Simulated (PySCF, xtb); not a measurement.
C₄H₅FO, SMILES FC1[C@@H](OC=1)C.

Harmonic wavenumbers (cm⁻¹) from xtb with GFN2-xTB at its own minimum, in rising order: 178, 190, 240, 344, 433, 564, 672, 780, 861, 925, 1022, 1052, 1078, 1128, 1138, 1220, 1247, 1311, 1393, 1465, 1479, 1741, 2956, 3047, 3049, 3051, 3173.

Problem. What does PBE-D3(BJ)/def2-SVP (PySCF 2.14.0) give at its own minimum? (Estimate from the structure and the level; the computed values follow.)

Solution. 182, 237, 252, 358, 451, 567, 673, 783, 804, 838, 987, 1011, 1052, 1119, 1140, 1246, 1257, 1327, 1347, 1407, 1412, 1715, 2979, 3002, 3071, 3085, 3185. Paired by order, the mean absolute difference is 28 cm⁻¹ and the zero-point energies are 51.1 and 50.7 kcal/mol.
